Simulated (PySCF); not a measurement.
## Electron correlation in Sc⁺ (scandium, charge +1)

[Ar] 3d1 4s1, high-spin 3D determinant. All numbers are calculated (PySCF 2.14, the spin-free X2C one-electron Hamiltonian (Gaussian nucleus), in x2c-TZVPall). Frozen: [Ar]; 2 electrons correlated.

Total MP2 correlation energy: -2.69 mhartree.

Same-spin part -2.69 and opposite-spin part 0.00 mhartree; SCS-MP2 scales them by 1/3 and 6/5 to -0.90 mhartree.
